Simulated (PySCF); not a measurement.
Polarisability and C₆ of Cu⁺ (copper, charge +1)

[Ar] 3d10, closed-shell 1S. All numbers are calculated (PySCF 2.14, scalar relativity through the core potential, in aug-cc-pVTZ-PP with one added diffuse shell each of s, p, d, f, g type with ECP10MDF (7s7p6d4f3g, 113 functions)). Coupled (time-dependent) response in atomic units; α is the mean over directions.

| method | mean α (bohr³) | C₆ (like pair) | S(−4) |
| --- | --- | --- | --- |
| LC-wPBE | 7.360 | 24.54 | 45.31 |

S(−4) is the Cauchy moment in α(ω) = α(0) + S(−4) ω² + …

α(iu) at LC-wPBE:

```json
{"u (hartree)": "0", "α(iu) (bohr³)": "7.360"}
{"u (hartree)": "0.0500", "α(iu) (bohr³)": "7.249"}
{"u (hartree)": "0.100", "α(iu) (bohr³)": "6.948"}
{"u (hartree)": "0.200", "α(iu) (bohr³)": "6.059"}
{"u (hartree)": "0.300", "α(iu) (bohr³)": "5.172"}
{"u (hartree)": "0.500", "α(iu) (bohr³)": "3.882"}
{"u (hartree)": "0.750", "α(iu) (bohr³)": "2.913"}
{"u (hartree)": "1.00", "α(iu) (bohr³)": "2.303"}
{"u (hartree)": "1.50", "α(iu) (bohr³)": "1.581"}
{"u (hartree)": "2.00", "α(iu) (bohr³)": "1.172"}
{"u (hartree)": "3.00", "α(iu) (bohr³)": "0.7314"}
{"u (hartree)": "5.00", "α(iu) (bohr³)": "0.3730"}
```

For an ion, C₆ is the dispersion term alone; charge-induced terms of lower order in 1/R come first.

Energies and moments cover only the electrons outside the core potential.
